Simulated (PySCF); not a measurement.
Correlation energy of Xe²⁺ (xenon, charge +2)

[Kr] 4d10 5s1 5p5, high-spin 3P determinant (an excited configuration). Computed with PySCF 2.14 in def2-TZVPPD with the def2 core potential (28 electrons) (7s6p4d2f, 59 functions), with a scalar-relativistic core potential. Frozen: nothing; 24 electrons correlated.

```
  level  correlation energy (mhartree)
   CCSD                        -581.82
    (T)                         -25.70
CCSD(T)                        -607.52
```

Diagnostics: T1 = 0.0081, D1 = 0.0330, largest double amplitude 0.164.

Is a single reference adequate?

Not fully. A double-excitation amplitude exceeds 0.15, a sign of near-degeneracy.

The basis has no tight functions for the innermost shells, so their pair energies are far from complete.

This basis was not built for core-valence correlation, so the inner-shell part is incomplete.
